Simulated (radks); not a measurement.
Task: These are the eigenvalues of the occupied orbitals of an atom or ion with whole-number occupations (eV). Calculated with a radial shooting solver on a logarithmic mesh with Libxc functionals: scalar-relativistic Kohn-Sham, exchange-only B88, spin-polarised, spherical densities, point nucleus.

1s: -29035.29
2s: -4397.071
2p: -3949.247
3s: -861.3133
3p: -715.0004
3d: -489.6662
4s: -150.0016
4p: -105.7768
4d: -41.8963
5s: -25.2549

Which element is it, and in what charge state? The configuration may be excited. Open shells, if any, are filled with parallel spins first.

Result: Z = 50, tin, charge +2: Sn2+ in [Kr] 4d10 5s2. The list shows which subshells hold electrons but not how many an open one holds; the 1s level, -1067 hartree, gives Z - s = 46.2 by -(Z - s)^2/2, which with screening and relativity narrows Z to a few neighbours, and the depths of the outer levels then fix element, charge and occupations together.
